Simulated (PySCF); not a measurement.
Species: C₆H₇N.
SMILES with atom numbers: `[CH2:1]=[CH:2]/[CH:3]=[CH:4]\[C:5]1=[N:6][CH2:7]1` (hydrogens: H8, H9 on C1; H10 on C2; H11 on C3; H12 on C4; H13, H14 on C7)

The geometry is computed with GFN2-xTB (gas phase).

(1) Give the optimised bond lengths and angles.

## Answers

(1) 
| bond | length (bohr) |
| --- | --- |
| C1=C2 | 2.519 |
| C2–C3 | 2.716 |
| C3=C4 | 2.552 |
| C4–C5 | 2.668 |
| C5=N6 | 2.397 |
| N6–C7 | 2.819 |
| C5–C7 | 2.748 |
| C1–H8 | 2.039 |
| C1–H9 | 2.034 |
| C2–H10 | 2.042 |
| C3–H11 | 2.046 |
| C4–H12 | 2.045 |
| C7–H13, C7–H14 | 2.046 |

Bonds in one row agree within 0.02 bohr and their mean is given. A selection of angles:
| angle | degrees |
| --- | --- |
| C2–C1–H8 | 121.7 |
| C2–C1–H9 | 121.8 |
| H8–C1–H9 | 116.4 |
| C1–C2–C3 | 122.7 |
| C1–C2–H10 | 120.9 |
| C3–C2–H10 | 116.5 |
| C2–C3–C4 | 124.4 |
| C2–C3–H11 | 116.8 |
| C4–C3–H11 | 118.8 |
| C3–C4–C5 | 123.3 |
| C3–C4–H12 | 120.3 |
| C5–C4–H12 | 116.3 |
| C4–C5–N6 | 147.3 |
| C4–C5–C7 | 146.7 |
| N6–C5–C7 | 66.0 |
| C5–N6–C7 | 63.0 |
| N6–C7–H13 | 117.1 |
| C5–C7–N6 | 51.0 |
| C5–C7–H13 | 120.2 |
| H13–C7–H14 | 115.5 |

Torsions: C1–C2–C3–C4 180° (antiperiplanar); C2–C3–C4–C5 0° (synperiplanar); C3–C4–C5–N6 0° (synperiplanar); C4–C5–N6–C7 180° (antiperiplanar); C4–C5–C7–N6 180° (antiperiplanar).

The C–C distances run from 1.333 Å (C1=C2, drawn double) to 1.454 Å (C5–C7, drawn single), a spread of 0.121 Å. The 7 heavy atoms lie in one plane (0.003 Å rms). Of the pairs four or more bonds apart, N6···H10 is among the closest relative to their van der Waals radii: 2.45 Å, 89 % of the sum of Bondi's values. The 2 C–N bonds span 1.269 Å (C5=N6, drawn double) to 1.492 Å (N6–C7, drawn single), a spread of 0.223 Å. The 3-membered ring C5–N6–C7 has internal angles of 51.0° to 66.0°.

Point group: Cs (every atom within 0.08 Å of its image). Whether it is a minimum is left open (no frequencies). The numbers are those of one conformer.
